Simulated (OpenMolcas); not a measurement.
An OpenMolcas run meant for Sm3+ (ANO-RCC-VDZP, DKH4; inactive shells 1s 2s 2p 3s 3p 3d 4s 4p 4d 5s 5p; intended active space 5 electrons in 7 orbitals (4f)). One step of its input:

```
&CASPT2
Multistate=18 1 2 3 4 5 6 7 8 9 10 11 12 13 14 15 16 17 18
Frozen=14 9
IPEA=-0.25
Imaginary=0.1
MaxIter=60
WThr=0.0 0.3 0.05
PrWF=0.5
NoMix
```

The run finished. Its levels beside those of a sound run (SS-CASPT2, IPEA 0.25 Eh, imaginary shift 0.1 Eh (closed shells correlated: 5s 5p)), in cm⁻¹ above each run's lowest level:

```
       Level  This run  Usual run
 4f⁵ ⁶H°_5/2       0.0        0.0
 4f⁵ ⁶H°_7/2       885        885
 4f⁵ ⁶H°_9/2      1978       1982
4f⁵ ⁶H°_11/2      3247       3261
4f⁵ ⁶H°_13/2      4649       4683
4f⁵ ⁶H°_15/2      6136       6203
 4f⁵ ⁶F°_1/2      6699       6959
 4f⁵ ⁶F°_3/2      6846       7135
 4f⁵ ⁶F°_5/2      7254       7564
 4f⁵ ⁶F°_7/2      8048       8360
 4f⁵ ⁶F°_9/2      9317       9612
4f⁵ ⁶F°_11/2     11122      11382
```

Problem. Which setting is unsound, and how much does it matter here?

Solution. The IPEA shift is negative. Against the sound run the excited levels shown move by 170 cm-1 on average and by 310 cm-1 at most.

CASPT2 does not keep the components of a term degenerate, so their means are used; among the terms shown or strongly mixed into the levels shown the widest spread is 780 cm-1 (4f⁵ ⁶H°, this run). High states are left out of the spin-orbit mixing, which shifts the levels that they would mix with. The basis is small and was not contracted for so high a charge. Levels of configurations outside the active space are missing.

° marks odd parity.
